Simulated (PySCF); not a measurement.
Dipole response of Co (cobalt, neutral)

[Ar] 3d9, 2D determinant (an excited configuration). All numbers are calculated (PySCF 2.14, the non-relativistic Hamiltonian (point nucleus), in aug-cc-pVTZ). Coupled (time-dependent) response in atomic units; α is the mean over directions.

```
method  mean α (bohr³)         α xx, yy, zz  C₆ (like pair)  S(−4)
 wB97X           40.27  32.82, 32.82, 55.18           127.8   8548
```

S(−4) is the Cauchy moment in α(ω) = α(0) + S(−4) ω² + …

α(iu) at wB97X:

```tsv
u (hartree)	α(iu) (bohr³)
0	40.27
0.0500	28.07
0.100	17.24
0.200	9.400
0.300	6.950
0.500	5.122
0.750	4.020
1.00	3.254
1.50	2.209
2.00	1.576
3.00	0.9160
5.00	0.4290
```

The components differ because the open shell of this determinant is not spherical; for a pure term their mean is the scalar polarisability.
